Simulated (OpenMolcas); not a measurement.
Pr3+.

```json
{"Program": "OpenMolcas 26.06", "Basis": "ANO-RCC-VDZP [7s6p4d2f1g]", "Scalar Hamiltonian": "DKH2, point nucleus", "Active space": "2 electrons in 12 orbitals (RAS2 4f; RAS3 5d, at most 1 electron)", "State averaging": "2S+1 = 3 even, 21 roots; 2S+1 = 1 even, 28 roots; 2S+1 = 3 odd, 35 roots; 2S+1 = 1 odd, 35 roots", "Spin-orbit coupling": "RASSI with atomic mean-field integrals over the reference wave functions, term energies averaged over their components"}
```

Two sets of levels on these reference wave functions, in cm⁻¹ above 4f² ³H₄: one from RASSCF and one from SS-RASPT2, IPEA 0.25 Eh, imaginary shift 0.1 Eh (closed shells correlated: 5s 5p).

```json
{"Level": "4f² ³H₄", "Set 1": "0.0", "Set 2": "0.0"}
{"Level": "4f² ³H₅", "Set 1": "2270", "Set 2": "2300"}
{"Level": "4f² ³H₆", "Set 1": "4680", "Set 2": "4700"}
{"Level": "4f² ³F₂", "Set 1": "6800", "Set 2": "5720"}
{"Level": "4f² ³F₃", "Set 1": "8260", "Set 2": "7210"}
{"Level": "4f² ¹D₂", "Set 1": "23510", "Set 2": "20640"}
{"Level": "4f² ¹I₆", "Set 1": "28110", "Set 2": "26070"}
{"Level": "4f² ³P₀", "Set 1": "29560", "Set 2": "26230"}
{"Level": "4f² ³P₁", "Set 1": "30200", "Set 2": "26910"}
{"Level": "4f² ³P₂", "Set 1": "31400", "Set 2": "28140"}
{"Level": "4f 5d ¹G°₄ [71 %]", "Set 1": "59500", "Set 2": "61620"}
{"Level": "4f 5d ³F°₂ [74 %]", "Set 1": "60080", "Set 2": "62110"}
{"Level": "4f 5d ³F°₃", "Set 1": "61950", "Set 2": "64690"}
{"Level": "4f 5d ³H°₄", "Set 1": "62200", "Set 2": "64780"}
{"Level": "4f 5d ³G°₃", "Set 1": "62740", "Set 2": "63890"}
{"Level": "4f 5d ³H°₅", "Set 1": "64090", "Set 2": "66770"}
```

Which set is which?

Set 2 is SS-RASPT2. Its levels of the other terms of 4f² lie at 0.84 to 0.93 of the other set's values, as expected, since terms of lower spin or lower L gain more correlation energy than the Hund ground term. Against 13 measured levels (Martin, Zalubas and Hagan, Atomic Energy Levels: The Rare-Earth Elements, NSRDS-NBS 60 (1978)) the mean absolute deviation is 2100 cm-1 with it and 3600 cm-1 without; single levels miss by up to 5000 cm-1 with it.

CASPT2 breaks the degeneracy within a term, and the mean is taken; among the terms shown or strongly mixed into the levels shown the widest spread is 940 cm-1 (4f² ¹I, SS-RASPT2). Some levels mix across a computed gap that differs much from the measured one, so their mixing is not that of the real levels. The basis is small and was not contracted for so high a charge. Without dynamic correlation excited terms often stand tens of per cent too high (terms of higher spin than the ground term too low), and those without a measured partner can miss by more than the paired ones (holds for RASSCF). Some terms miss by over 15 % even with CASPT2, which points to a basis or an active space too small for the shells correlated (holds for SS-RASPT2). Measured partners are found by configuration, term and J. A level has none where our copy of the source lacks it or the pairing is in doubt (some pairs that miss far off the trend of their configuration count as doubtful), and it then counts in no deviation. Levels of configurations outside the active space are missing. The table leaves out levels that lie high or whose names do not pair safely across all columns.

A share in square brackets marks a mixed level and gives the weight of the term that names it, the lowest over the columns. ° marks odd parity.
